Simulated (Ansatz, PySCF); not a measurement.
The pair A = CHN (SMILES C#N) (first 3 atoms), B = GeH4 (SMILES [GeH4]); geometry from B3LYP-D3(BJ)/def2-TZVP.
(charge 0, multiplicity 1):
```json
[
 {"atom": "C", "x (Å)": "-0.1556", "y (Å)": "-0.0408", "z (Å)": "0.5189"},
 {"atom": "N", "x (Å)": "-0.3097", "y (Å)": "0.4319", "z (Å)": "-0.5140"},
 {"atom": "H", "x (Å)": "-0.0117", "y (Å)": "-0.4775", "z (Å)": "1.4829"},
 {"atom": "Ge", "x (Å)": "0.1191", "y (Å)": "0.0050", "z (Å)": "4.7260"},
 {"atom": "H", "x (Å)": "-0.5321", "y (Å)": "1.2397", "z (Å)": "4.0874"},
 {"atom": "H", "x (Å)": "-0.7960", "y (Å)": "-0.5727", "z (Å)": "5.8121"},
 {"atom": "H", "x (Å)": "1.4841", "y (Å)": "0.3764", "z (Å)": "5.3179"},
 {"atom": "H", "x (Å)": "0.3257", "y (Å)": "-1.0618", "z (Å)": "3.6321"}
]
```

Cores are frozen in the correlated methods. Filled d and f shells under p-block atoms count as core. CBS: X⁻³ extrapolation of the correlation energy, Hartree–Fock from the larger set. MP2 and its Hartree–Fock in aug-cc-pVTZ are density fitted.

Run with Ansatz (Gaussian basis) for Hartree–Fock, density functionals and correlated methods; PySCF for the dispersion terms. 

The monomers are drawn apart, rigid, along the line of their centres of mass. Counterpoise-corrected interaction energies (kcal/mol):

```tsv
level	R = 5.623 Å	R = 6.524 Å
PBE/def2-TZVPPD	-0.3197	-0.1056
PBE-D3(BJ)/def2-TZVPPD	-0.5665	-0.1977
wB97M-V/def2-TZVPPD	-0.3923	-0.1575
MP2/CBS(aug-cc-pVDZ, aug-cc-pVTZ) + ΔCCSD(T)/aug-cc-pVDZ	-0.4187	-0.1579
```

Problem. R is the distance of the centres of mass. Find the local exponent m of E ∝ R⁻ᵐ between the two points.

Solution. 
m = ln(E₁/E₂)/ln(R₂/R₁): PBE/def2-TZVPPD 7.5; PBE-D3(BJ)/def2-TZVPPD 7.1; wB97M-V/def2-TZVPPD 6.1; MP2/CBS(aug-cc-pVDZ, aug-cc-pVTZ) + ΔCCSD(T)/aug-cc-pVDZ 6.6. For scale, two fixed dipoles give m = 3, dipole and quadrupole 4, quadrupoles 5, and dispersion or dipole-induced dipole 6 at long range; at these distances several terms mix, and what is left of overlap and damping shifts m, so it need not match one of them.

Ansatz is a quantum-chemistry and plane-wave program.
